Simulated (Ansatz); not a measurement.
A structure relaxed at PBE0-D4/def2-TZVP, charge 0, multiplicity 1:

| atom | x (Å) | y (Å) | z (Å) |
| --- | --- | --- | --- |
| F1 | 0.449 | -0.036 | -1.834 |
| B2 | 0.662 | -0.814 | -0.798 |
| Cl3 | 1.564 | -2.286 | -0.971 |
| O4 | 0.187 | -0.496 | 0.443 |
| C5 | -0.531 | 0.624 | 0.712 |
| F6 | -1.661 | 0.659 | 0.013 |
| F7 | 0.162 | 1.725 | 0.438 |
| F8 | -0.831 | 0.624 | 1.997 |

(1) Give its formula and SMILES.

(2) Point group (tolerance 0.08 Å, 0.16 Å for H)?

(3) Summarise the bond lengths by kind.

Answers

(1) CBClF4O, `FB(Cl)OC(F)(F)F`.

(2) Cs.

(3) 1 × B–F 1.312 Å; 1 × B–Cl 1.736 Å; 1 × B–O 1.366 Å; 1 × C–O 1.358 Å; 3 × C–F 1.319 to 1.329 Å.

Program: Ansatz 0.2.0.
